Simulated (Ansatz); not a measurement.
`[OH][GaH][F]` + HBr → `[F][GaH][Br]` + H₂O  (ligand exchange at a Ga–O bond)

Computed with Ansatz on PBE0-D4/def2-TZVP structures; ΔE is electronic, products minus reactants. CBS: MP2 limit from def2 TZ/QZ plus the TZ coupled-cluster correction, frozen cores. This one scheme is used for every species. DFT in def2-TZVPP. For Br, Ga outer-core shells are correlated without core-valence functions, which leaves a few kJ/mol of doubt a bond. Scalar relativity is left out up to krypton. One conformer a species, not always the lowest.

```csv
level,ΔE (kcal/mol)
CAM-B3LYP-D4,-15.5
revPBE,-16.5
```

**Question.** What does CCSD(T)/CBS give? (Estimate.)

**Answer.** Computed: -16.9 kcal/mol. The listed levels differ from it by 1.4, 0.4 kcal/mol.

Largest T1 diagnostic among the species: 0.015.

From BLYP to BHLYP (50 % exact exchange), in def2-TZVPP and without D4, ΔE moves by −2.6 kcal/mol. At CCSD(T), def2-SVP lies +3.1 kcal/mol from the extrapolated value and def2-TZVPP +1.2 kcal/mol. Leaving LDA and LC-ωPBE aside and taking each functional with its dispersion term where it has one, the values, not all of them listed here, spread over 3.0 kcal/mol, from BHLYP-D4 to BLYP-D4. LDA lies +1.1 kcal/mol from PBE without D4.
